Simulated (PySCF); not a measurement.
C8H8OS, SMILES C=Cc1ccc(C(C)=O)s1, GFN2-xTB optimised geometry.

```
18

C     -2.33    -2.74     0.01
C     -1.00    -2.77     0.00
C     -0.15    -1.61     0.00
C      1.23    -1.61     0.00
C      1.78    -0.33     0.00
C      0.83     0.66     0.00
C      0.97     2.11     0.00
C      2.39     2.63     0.00
O      0.01     2.85     0.00
S     -0.78     0.00     0.00
H     -2.87    -1.80     0.01
H     -2.92    -3.64     0.01
H     -0.48    -3.72    -0.01
H      1.81    -2.52     0.00
H      2.84    -0.14     0.00
H      2.92     2.28     0.88
H      2.92     2.27    -0.89
H      2.38     3.72    -0.01
```

Density from PySCF with CAM-B3LYP/def2-SVP at that geometry.

Minimum of the electron density along straight lines between bonded atoms, close to the bond critical point (lines longer than 1.1 times the sum of covalent radii, or with two minima, are not listed):

```json
[
 {"bond": "C1–C2", "length / Å": "1.330", "ρ at the minimum / e bohr⁻³": "0.343", "∇²ρ there / e bohr⁻⁵": "-0.93", "position (fraction from the first atom)": "0.50"},
 {"bond": "C2–C3", "length / Å": "1.438", "ρ at the minimum / e bohr⁻³": "0.286", "∇²ρ there / e bohr⁻⁵": "-0.73", "position (fraction from the first atom)": "0.49"},
 {"bond": "C3–C4", "length / Å": "1.379", "ρ at the minimum / e bohr⁻³": "0.316", "∇²ρ there / e bohr⁻⁵": "-0.80", "position (fraction from the first atom)": "0.51"},
 {"bond": "C4–C5", "length / Å": "1.396", "ρ at the minimum / e bohr⁻³": "0.308", "∇²ρ there / e bohr⁻⁵": "-0.79", "position (fraction from the first atom)": "0.50"},
 {"bond": "C5–C6", "length / Å": "1.376", "ρ at the minimum / e bohr⁻³": "0.316", "∇²ρ there / e bohr⁻⁵": "-0.79", "position (fraction from the first atom)": "0.49"},
 {"bond": "C6–C7", "length / Å": "1.456", "ρ at the minimum / e bohr⁻³": "0.283", "∇²ρ there / e bohr⁻⁵": "-0.72", "position (fraction from the first atom)": "0.51"},
 {"bond": "C7–C8", "length / Å": "1.511", "ρ at the minimum / e bohr⁻³": "0.258", "∇²ρ there / e bohr⁻⁵": "-0.63", "position (fraction from the first atom)": "0.51"},
 {"bond": "C7–O9", "length / Å": "1.213", "ρ at the minimum / e bohr⁻³": "0.408", "∇²ρ there / e bohr⁻⁵": "0.28", "position (fraction from the first atom)": "0.33"},
 {"bond": "C3–S10", "length / Å": "1.731", "ρ at the minimum / e bohr⁻³": "0.215", "∇²ρ there / e bohr⁻⁵": "-0.48", "position (fraction from the first atom)": "0.48"},
 {"bond": "C6–S10", "length / Å": "1.735", "ρ at the minimum / e bohr⁻³": "0.212", "∇²ρ there / e bohr⁻⁵": "-0.45", "position (fraction from the first atom)": "0.47"},
 {"bond": "C1–H11", "length / Å": "1.077", "ρ at the minimum / e bohr⁻³": "0.284", "∇²ρ there / e bohr⁻⁵": "-1.10", "position (fraction from the first atom)": "0.64"},
 {"bond": "C1–H12", "length / Å": "1.075", "ρ at the minimum / e bohr⁻³": "0.285", "∇²ρ there / e bohr⁻⁵": "-1.12", "position (fraction from the first atom)": "0.64"},
 {"bond": "C2–H13", "length / Å": "1.083", "ρ at the minimum / e bohr⁻³": "0.283", "∇²ρ there / e bohr⁻⁵": "-1.09", "position (fraction from the first atom)": "0.64"},
 {"bond": "C4–H14", "length / Å": "1.076", "ρ at the minimum / e bohr⁻³": "0.284", "∇²ρ there / e bohr⁻⁵": "-1.10", "position (fraction from the first atom)": "0.64"},
 {"bond": "C5–H15", "length / Å": "1.075", "ρ at the minimum / e bohr⁻³": "0.285", "∇²ρ there / e bohr⁻⁵": "-1.12", "position (fraction from the first atom)": "0.64"},
 {"bond": "C8–H16", "length / Å": "1.088", "ρ at the minimum / e bohr⁻³": "0.275", "∇²ρ there / e bohr⁻⁵": "-1.02", "position (fraction from the first atom)": "0.63"},
 {"bond": "C8–H17", "length / Å": "1.088", "ρ at the minimum / e bohr⁻³": "0.275", "∇²ρ there / e bohr⁻⁵": "-1.02", "position (fraction from the first atom)": "0.63"},
 {"bond": "C8–H18", "length / Å": "1.087", "ρ at the minimum / e bohr⁻³": "0.278", "∇²ρ there / e bohr⁻⁵": "-1.06", "position (fraction from the first atom)": "0.64"}
]
```
